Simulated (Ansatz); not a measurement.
Isolated molecules relaxed with PBE0-D4/def2-TZVP in Ansatz; ΔE leaves out vibrations. CBS: MP2 limit from def2 TZ/QZ plus the TZ coupled-cluster correction, frozen cores. This one scheme is used for every species. Functionals use def2-TZVPP. B3LYP here is the variant with VWN-RPA as its local correlation; programs differ in this. For Se outer-core shells are correlated without core-valence functions, which leaves a few kJ/mol of doubt a bond. Scalar relativity is left out up to krypton. Each species was taken in one conformer, which may not be the lowest.

Consider the ligand exchange at the Si–O bond: `CO[SiH2]O[SiH](O)F` + H₂Se → `CO[SiH2][SeH]` + `O[SiH](O)F`.

`CO[SiH2]O[SiH](O)F`:

Z-matrix (Å, degrees):
```
C
O 1 1.414
H 1 1.090 2 108.3
H 1 1.095 2 111.2 3 119.2
H 1 1.095 2 111.3 3 -119.2
Si 2 1.650 1 122.9 3 174.0
O 6 1.625 2 105.6 1 -175.2
H 6 1.483 2 109.6 1 -55.8
H 6 1.483 2 110.4 1 66.2
Si 7 1.631 6 138.2 2 5.9
O 10 1.620 7 110.5 6 -19.2
F 10 1.589 7 107.3 6 101.4
H 10 1.467 7 110.7 6 -142.0
H 11 0.965 10 114.8 7 19.5
```

H₂Se:

```xyz
3

Se   -0.541   -0.312    0.281
H     0.410    0.707    0.740
H     0.131   -0.395   -1.021
```

`CO[SiH2][SeH]`:

Cartesian coordinates in Å:
```
C -0.716 -0.911 1.242
O -0.397 -0.626 -0.102
Si 0.759 0.457 -0.521
Se 0.692 0.833 -2.750
H 0.088 -1.470 1.732
H -0.906 0.004 1.815
H -1.620 -1.522 1.254
H 0.543 1.715 0.243
H 2.126 -0.064 -0.258
H -0.568 1.583 -2.656
```

`O[SiH](O)F`:

```xyz
7

O    -1.038   -0.802   -0.358
Si   -0.005    0.316    0.225
O     1.426   -0.390    0.496
F     0.107    1.484   -0.856
H    -1.799   -0.506   -0.859
H    -0.436    0.938    1.484
H     1.744   -1.040   -0.133
```

```json
{"level": "PBE-D4", "ΔE (kJ/mol)": "53.4", "difference from CCSD(T)/CBS": "-14.2"}
{"level": "r2SCAN-D4", "ΔE (kJ/mol)": "65.9", "difference from CCSD(T)/CBS": "-1.7"}
{"level": "PBE0-D4", "ΔE (kJ/mol)": "58.4", "difference from CCSD(T)/CBS": "-9.2"}
{"level": "B3LYP-D4", "ΔE (kJ/mol)": "72.4", "difference from CCSD(T)/CBS": "4.8"}
{"level": "ωB97X-V", "ΔE (kJ/mol)": "69.3", "difference from CCSD(T)/CBS": "1.7"}
{"level": "ωB97M-V", "ΔE (kJ/mol)": "69.4", "difference from CCSD(T)/CBS": "1.8"}
{"level": "B2PLYP", "ΔE (kJ/mol)": "69.3", "difference from CCSD(T)/CBS": "1.7"}
{"level": "PBE", "ΔE (kJ/mol)": "49.7", "difference from CCSD(T)/CBS": "-17.9"}
{"level": "r2SCAN", "ΔE (kJ/mol)": "64.4", "difference from CCSD(T)/CBS": "-3.2"}
{"level": "PBE0", "ΔE (kJ/mol)": "55.0", "difference from CCSD(T)/CBS": "-12.6"}
{"level": "B3LYP", "ΔE (kJ/mol)": "67.1", "difference from CCSD(T)/CBS": "-0.5"}
{"level": "HF/def2-TZVPP", "ΔE (kJ/mol)": "80.8", "difference from CCSD(T)/CBS": "13.2"}
{"level": "MP2/def2-TZVPP", "ΔE (kJ/mol)": "67.1", "difference from CCSD(T)/CBS": "-0.5"}
{"level": "SCS-MP2/def2-TZVPP", "ΔE (kJ/mol)": "71.8", "difference from CCSD(T)/CBS": "4.2"}
{"level": "CCSD/def2-TZVPP", "ΔE (kJ/mol)": "73.4", "difference from CCSD(T)/CBS": "5.8"}
{"level": "CCSD(T)/def2-TZVPP", "ΔE (kJ/mol)": "71.7", "difference from CCSD(T)/CBS": "4.1"}
{"level": "HF/def2-QZVPP", "ΔE (kJ/mol)": "83.2", "difference from CCSD(T)/CBS": "15.6"}
{"level": "MP2/def2-QZVPP", "ΔE (kJ/mol)": "65.6", "difference from CCSD(T)/CBS": "-2.0"}
{"level": "SCS-MP2/def2-QZVPP", "ΔE (kJ/mol)": "70.5", "difference from CCSD(T)/CBS": "2.9"}
{"level": "HF/CBS(def2)", "ΔE (kJ/mol)": "83.5", "difference from CCSD(T)/CBS": "15.9"}
{"level": "MP2/CBS(def2)", "ΔE (kJ/mol)": "63.1", "difference from CCSD(T)/CBS": "-4.5"}
{"level": "CCSD/CBS(def2)", "ΔE (kJ/mol)": "69.4", "difference from CCSD(T)/CBS": "1.8"}
{"level": "CCSD(T)/CBS", "ΔE (kJ/mol)": "67.6", "difference from CCSD(T)/CBS": "0"}
```

Largest T1 diagnostic among the species: 0.012.

In def2-TZVPP, CCSD(T) changes the Hartree–Fock value by −9.1 kJ/mol (the triples alone add −1.8 kJ/mol) and MP2 by −13.6 kJ/mol. From PBE to PBE0 (25 % exact exchange), in def2-TZVPP and without D4, ΔE moves by +5.2 kJ/mol.
